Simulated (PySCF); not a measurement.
C4H6AlF, SMILES [Al]([CH]=C)([CH]=C)[F]. Atoms are numbered in the order given.

```xyz
12

Al     0.0000     0.0000     0.6574
F      0.0000     0.0000     2.3293
C      1.6948    -0.1873    -0.2641
C      1.8643     0.2128    -1.5377
H      2.5804    -0.5963     0.2434
H      2.8268     0.1356    -2.0606
H      1.0478     0.6489    -2.1263
C     -1.6948     0.1873    -0.2641
C     -1.8643    -0.2128    -1.5377
H     -2.5804     0.5963     0.2434
H     -2.8268    -0.1356    -2.0606
H     -1.0478    -0.6489    -2.1263
```
Charge 0, spin multiplicity 1.

The structure is a stationary point at B3LYP-D3(BJ)/def2-SVP. The structure was generated by enumeration; whether it is a known compound was not checked. The values are those of a single conformer.

The numbers are results of PBE/def2-TZVP in PySCF, not measurements.

The molecule is in vacuum.

- total energy: -498.00312 hartree
- point group: C2
- highest occupied level: -6.71 eV
- lowest empty level: -2.31 eV
- orbital gap: 4.40 eV
- dipole moment: 0.446 e·Å
- quadrupole, principal values (traceless, Buckingham form, about the centre of nuclear charge): -5.97, 0.89, 5.08 D·Å
- mean static polarisability: 71.3 bohr³ (10.57 Å³)
- polarisability, principal values: 50.8, 79.3, 83.8 bohr³
